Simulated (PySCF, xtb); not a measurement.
In(Br)(Me)(OEt) (C3H8BrInO), SMILES [O]([In]([Br])[CH3])CC. The values are those of a single conformer.

Harmonic wavenumbers (cm⁻¹) from xtb 6.7.1 with GFN2-xTB at its own minimum, in rising order: 25, 49, 57, 60, 67, 90, 158, 233, 252, 340, 424, 451, 644, 656, 825, 928, 1078, 1099, 1143, 1170, 1250, 1329, 1386, 1406, 1416, 1469, 1474, 1480, 2826, 2884, 2928, 3006, 3019, 3023, 3031, 3034.

What does PBE-D3(BJ)/def2-SVP (PySCF) give at its own minimum? (Estimate from the structure and the level; the computed values follow.)

28, 35, 53, 62, 79, 104, 176, 242, 288, 431, 471, 515, 692, 714, 779, 879, 1058, 1089, 1122, 1125, 1251, 1319, 1347, 1375, 1376, 1403, 1413, 1437, 2872, 2943, 2951, 2997, 3034, 3067, 3118, 3126. Paired by order, the mean absolute difference is 35 cm⁻¹ and the zero-point energies are 63.9 and 64.3 kcal/mol.
